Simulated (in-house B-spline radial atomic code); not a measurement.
Tc⁺. Computed with a B-spline radial atomic code. Model: non-relativistic spherical atom: semilocal Troullier-Martins pseudo-atom, one channel per l, against all electrons, high spin, G0W0 and RPA with empty states to l = 8, local potential for every l without a channel, a model core (radius 0 = none) keeps its share of the functional.

Without relativity these are model numbers for so heavy an element.

What the tables leave out is listed at the end.

The pseudopotential gives back the lowest level of each angular momentum of its own functional in the configuration it was made in; a second state of the same l is only approximately right. Exact exchange, RPA and GW see the smooth pseudo-orbitals and miss the exchange with the core, for which the functional's share stands in. The column with an uncorrelated core keeps all orbitals and exact exchange, and so separates missing core correlation from pseudisation. Only the three outermost levels and the lowest empty one were computed. RPA here is direct RPA, with no exchange kernel, and its energies carry an (l + 1/2)⁻⁴ tail. A hybrid on a potential with a model core restores only its own semilocal share of the core's exchange.

Command:
```bash
python run_psgw.py task.json out
```
Settings (lengths in bohr, energies in hartree):
```
Z                      43
electrons              42
configuration          [Kr] 4d5 5s1
generated_in           [Kr] 4d5 5s2
functional             lda,vwn
core_shells            6
radius_factor          0.9
core_correction        True
ion_configuration      [Kr] 4d5
```

Time taken, with all properties: 85 s on 1 thread of Arm Neoverse N1, with other jobs on the host.

Given: made with LDA VWN5; model core radius 0.713 bohr; local radius 0.906 bohr; mean-field start LDA VWN5.

Valence shells of the generating configuration: 4s, 4p, 4d, 5s.

Channel: s 0.867, p 0.927, d 1.124 (radii in bohr).

Computed: largest level miss in the spin-unpolarised generating configuration 0.14 eV; valence RPA correlation energy all-electron orbitals -0.78185 hartree; valence RPA correlation energy pseudo -0.8294 hartree; pseudo-atom RPA polarisability 26.218 bohr³; ionisation by mean-field all-electron 15.312 eV; ionisation by mean-field pseudo minus all 0.294 eV; ionisation by RPA all-electron 15.271 eV.

| level | occupied | mean-field all-electron (eV) | mean-field pseudo minus all (eV) | G0W0 all-electron (eV) | G0W0 uncorrelated core minus all (eV) | G0W0 pseudo minus all (eV) | exchange self-energy all-electron (eV) | exchange self-energy pseudo (eV) |
| --- | --- | --- | --- | --- | --- | --- | --- | --- |
| 5s up | 1 | -11.952 | -0.237 | -15.415 | 0.041 | -0.295 | -12.035 | -11.416 |
| 4d up | 1 | -15.825 | -0.101 | -21.024 | 0.089 | -0.374 | -29.674 | -26.687 |
| 4d down (empty) | 0 | -12.397 | -0.057 | -8.0083 | 0.105 | -0.399 | -10.519 | -7.4833 |

Q: What is the all-electron RPA polarisability, core included?

A: 27.339 bohr³.

Q: What is the ionisation by RPA pseudo minus all?

A: 0.223 eV.

Given: mean-field start PBE0.

Computed: valence RPA correlation energy all-electron orbitals -0.7353 hartree; all-electron RPA polarisability, core included 24.718 bohr³; pseudo-atom RPA polarisability 24.217 bohr³; ionisation by mean-field pseudo minus all 0.151 eV; ionisation by RPA all-electron 15.122 eV; ionisation by RPA pseudo minus all 0.114 eV.

```json
{"level": "5s up", "occupied": "1", "mean-field all-electron (eV)": "-12.323", "mean-field pseudo minus all (eV)": "-0.13", "G0W0 all-electron (eV)": "-15.227", "G0W0 uncorrelated core minus all (eV)": "0.04", "G0W0 pseudo minus all (eV)": "-0.138", "exchange self-energy all-electron (eV)": "-11.742", "exchange self-energy pseudo (eV)": "-11.028"}
{"level": "4d up", "occupied": "1", "mean-field all-electron (eV)": "-17.485", "mean-field pseudo minus all (eV)": "-0.205", "G0W0 all-electron (eV)": "-21.345", "G0W0 uncorrelated core minus all (eV)": "0.097", "G0W0 pseudo minus all (eV)": "-0.32", "exchange self-energy all-electron (eV)": "-29.916", "exchange self-energy pseudo (eV)": "-26.992"}
{"level": "4p down", "occupied": "?", "mean-field all-electron (eV)": "?", "mean-field pseudo minus all (eV)": "?", "G0W0 all-electron (eV)": "?", "G0W0 uncorrelated core minus all (eV)": "?", "G0W0 pseudo minus all (eV)": "?", "exchange self-energy all-electron (eV)": "?", "exchange self-energy pseudo (eV)": "?"}
{"level": "4d down (empty)", "occupied": "0", "mean-field all-electron (eV)": "-9.9951", "mean-field pseudo minus all (eV)": "-0.18", "G0W0 all-electron (eV)": "-7.3069", "G0W0 uncorrelated core minus all (eV)": "0.105", "G0W0 pseudo minus all (eV)": "-0.243", "exchange self-energy all-electron (eV)": "-10.018", "exchange self-energy pseudo (eV)": "-7.2637"}
```

Q: What belongs in the row 4p down?

A: occupied: 1; mean-field all-electron (eV): -51.962; mean-field pseudo minus all (eV): 0.172; G0W0 all-electron (eV): -56.068; G0W0 uncorrelated core minus all (eV): 0.242; G0W0 pseudo minus all (eV): 0.191; exchange self-energy all-electron (eV): -36.939; exchange self-energy pseudo (eV): -30.161.

Q: What is the ionisation by mean-field all-electron?

A: 14.757 eV.

Q: What is the valence RPA correlation energy pseudo?

A: -0.77753 hartree.

Among the listed levels the largest G0W0 shift of the pseudo-atom is -0.40 eV, for 4d down (empty) on the LDA VWN5 start, while leaving the core uncorrelated moves that level by +0.10 eV. So pseudisation and the lost core exchange, not the missing core correlation, make the error. Not in the tables (levels of low weight, unsolved or above zero; the highest and the empty levels are kept at any weight): on LDA the G0W0 levels 4p down (pseudo minus all -0.40 eV, weights 0.72 and 0.74); no Hartree-Fock pseudo-atom is run with a model core.
